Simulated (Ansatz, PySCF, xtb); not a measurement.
Dimer: NH3 (SMILES N) (first 4 atoms) with H2Se (SMILES [SeH2]); geometry from B3LYP-D3(BJ)/def2-TZVP, rigid monomers moved along the line of their centres of mass till N1···H7 is 3.01 Å.
(charge 0, multiplicity 1):
```xyz
7

N     -0.0681    -0.1982     0.0157
H     -0.9794    -0.3057    -0.4151
H      0.3835     0.6005    -0.4148
H      0.4788    -1.0217    -0.2082
Se    -0.4501     0.3075     4.4672
H      0.8777     0.9272     4.5884
H     -0.2996     0.1548     2.9958
```

| level | interaction energy (kcal/mol) | minus CCSD(T)/CBS(aug-cc-pVDZ, aug-cc-pVTZ) | cost |
|---|---|---|---|
| GFN-FF | -0.68 | 1.24 | - |
| HF/STO-3G (no counterpoise) | -1.28 | 0.63 | - |
| HF/6-31G* | -1.62 | 0.29 | - |
| HF/aug-cc-pVDZ | -1.34 | 0.57 | - |
| r2SCAN-D3(BJ)/def2-TZVPPD | -1.91 | 0.01 | ×2 |
| B3LYP/6-31G* (no counterpoise) | -2.58 | -0.66 | - |
| B3LYP/def2-TZVPPD | -1.41 | 0.50 | ×1 |
| M06-2X/6-31G* (no counterpoise) | -2.69 | -0.78 | - |
| wB97M-V/def2-TZVPPD | -1.87 | 0.05 | ×4 |
| MP2/6-31G* | -2.07 | -0.15 | - |
| MP2/aug-cc-pVTZ | -1.92 | -0.01 | - |
| SCS-MP2/aug-cc-pVDZ | -1.68 | 0.23 | - |
| CCSD/aug-cc-pVDZ | -1.71 | 0.21 | - |
| CCSD(T)/CBS(aug-cc-pVDZ, aug-cc-pVTZ) | -1.91 | 0.00 | ×40* |

 The comparison column counts from a level with limits of its own.

The rows run from -2.69 (M06-2X/6-31G* (no counterpoise)) to -0.68 kcal/mol (GFN-FF).

Interaction energies are E(AB) − E(A) − E(B) at the monomers' geometry in the complex; basis-set methods are counterpoise corrected. Rows marked so take none.

Frozen-core correlation. Filled d and f shells under p-block atoms count as core. CBS(a, b) extrapolates the correlation energy as X⁻³ and adds the Hartree–Fock energy of set b. Rows in 6-31G*, STO-3G carry no dispersion term and start afresh at each structure (6-31G* with six Cartesian d functions); the Pople sets are all-electron and without relativity. MP2/6-31G* freezes PySCF's default core, which leaves 3d correlated.

The values were computed with Ansatz (a program for electronic structure) with Gaussian orbitals; PySCF for 6-31G* rows, STO-3G rows, the dispersion terms; xtb for the GFN methods. Each number belongs to the level named beside it.

Costs are rough ratios of core time to PBE/def2-TZVPPD (about 5 s over the structures, on one shared machine); a dash marks a level with no comparable run of its own. A star marks coupled-cluster runs past 200 virtual orbitals, where the program's memory plan changes under this machine's limit, so their costs aren't comparable with smaller runs.
